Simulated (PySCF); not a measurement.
Compound: C4H9AsBN.
Bonds: C1–C2 (triple), C2–C3, C3–N4, N4–C5, N4–B6, B6–As7. Hydrogens: H8 on C1; H9, H10 on C3; H11, H12, H13 on C5; H14 on B6; H15, H16 on As7.

Level of theory: PySCF, PBE0-D3(BJ)/def2-SVP geometry optimisation, gas phase.

Task: Give the optimised bond lengths and angles.

Result: 
```tsv
bond	length (Å)
C1≡C2	1.210
C2–C3	1.463
C3–N4	1.452
N4–C5	1.448
N4–B6	1.395
B6–As7	2.039
C1–H8	1.075
C3–H9, C3–H10	1.103
C5–H11, C5–H12, C5–H13	1.101
B6–H14	1.209
As7–H15, As7–H16	1.522
```

Bonds in one row agree within 0.01 Å and their mean is given. A selection of angles:
```tsv
angle	degrees
C2–C1–H8	179.5
C1–C2–C3	179.9
C2–C3–N4	113.6
C2–C3–H9	109.2
N4–C3–H9	109.5
H9–C3–H10	106.0
C3–N4–C5	113.6
C3–N4–B6	123.5
C5–N4–B6	122.8
N4–C5–H11	110.9
N4–C5–H12	109.7
H11–C5–H12	108.8
H11–C5–H13	107.9
N4–B6–As7	122.8
N4–B6–H14	118.0
As7–B6–H14	119.0
B6–As7–H15	96.7
B6–As7–H16	95.0
H15–As7–H16	93.9
```

Dihedral angles: C2–C3–N4–C5 -73° (synclinal); C3–N4–B6–As7 4° (synperiplanar). The mirror-image conformer, all signs reversed, is as good.

Of the pairs four or more bonds apart, As7···H9 is among the closest relative to their van der Waals radii: 2.71 Å, 89 % of the sum of Bondi's values. As7 (arsenic bonded to B and 2 H) is pyramidal (angles 96.7°, 95.0° and 93.9°, sum 285.6°, 0.86 Å off the plane of its three neighbours). The 2 C–C bonds span 1.210 Å (C1≡C2, drawn triple) to 1.463 Å (C2–C3, drawn single), a spread of 0.253 Å. B6 (three-coordinate boron) is planar (angles 122.8°, 119.0° and 118.0°, sum 359.8°, 0.04 Å off the plane of its three neighbours). N4 (boron-bound nitrogen) is planar (angles 123.5°, 122.8° and 113.6°, sum 359.9°, 0.02 Å off the plane of its three neighbours).

Point group: C1 (no symmetry element, even within 0.4 Å). No frequency check. One conformer, not necessarily the lowest (C2–C3–N4–C5 -73°, C3–N4–B6–As7 4°, N4–B6–As7–H -56° and -150°).
